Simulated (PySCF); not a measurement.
## Electronic absorption of C2H11AsSSi2

Compound: C2H11AsSSi2.
Z-matrix (Å and degrees, PBE0-D3(BJ)/def2-SVP geometry), rows numbered from 1:
```
C 
S   1  1.8200
Si  2  2.1441  1  100.80
C   3  1.8728  2  106.51  1  -174.97
As  3  2.3814  2  109.27  1   -56.30
Si  5  2.3669  3   95.08  2   101.81
H   1  1.0983  2  106.74  3  -177.11
H   1  1.0994  2  111.65  3   -58.53
H   1  1.0997  2  111.37  3    64.56
H   3  1.5001  2  109.76  1    64.92
H   4  1.1006  3  110.46  2  -176.07
H   4  1.1012  3  110.22  2   -56.31
H   4  1.1003  3  110.62  2    63.75
H   5  1.5287  3   91.81  2  -166.55
H   6  1.4947  5  113.23  3    45.94
H   6  1.4945  5  109.02  3   167.47
H   6  1.4948  5  108.30  3   -74.60
```

Theory: TDDFT B3LYP/def2-SVPD, vertical, gas phase, core orbitals frozen in the response in PySCF. Relativistic effects, spin–orbit coupling among them, are left out although an element past zinc is present.

```tsv
state	λ (nm)	E (eV)	f	|μ| (D)	main configurations (H = HOMO, L = LUMO)
S1	246.9	5.02	0.0078	0.64	H→L (90%)
S2	224.8	5.52	0.018	0.93	H→L+2 (48%), H→L+1 (32%)
S3	224.2	5.53	0.0022	0.33	H→L+1 (58%), H→L+2 (34%)
S4	215.8	5.75	0.0037	0.41	H→L+3 (60%), H-1→L (28%)
S5	213.3	5.81	0.037	1.29	H-1→L (49%), H→L+3 (26%), H-1→L+1 (12%)
S6	204.1	6.07	0.042	1.36	H-1→L+1 (60%), H→L+4 (14%), H-1→L+2 (12%)
```

The lowest singlet lies at 5.02 eV (247 nm, ultraviolet) and is weak; its leading configuration is HOMO→LUMO (90%). The most intense listed level is S6 at 6.07 eV (204 nm, f = 0.042), 1.05 eV above S1. It is the last of those listed, so stronger ones may follow. Löwdin shares by element: HOMO sulfur 60%, arsenic 11%, silicon 10% or more, carbon 9% or more; LUMO silicon 25%, arsenic 21%, sulfur 18% (atoms not listed hold the other 36%). Orbital energies (eV): HOMO-3 -8.46, HOMO-2 -7.92, HOMO-1 -7.17, HOMO -6.54, LUMO -0.55, LUMO+1 -0.24, LUMO+2 -0.17. Of the 6 states listed, 3 reach f = 0.01 and none stays under 0.0005. The listed states span 1.05 eV, and the widest gap between neighbours is 0.49 eV (S1 to S2). Singlets were solved by full linear response.

One conformer stands for the species.
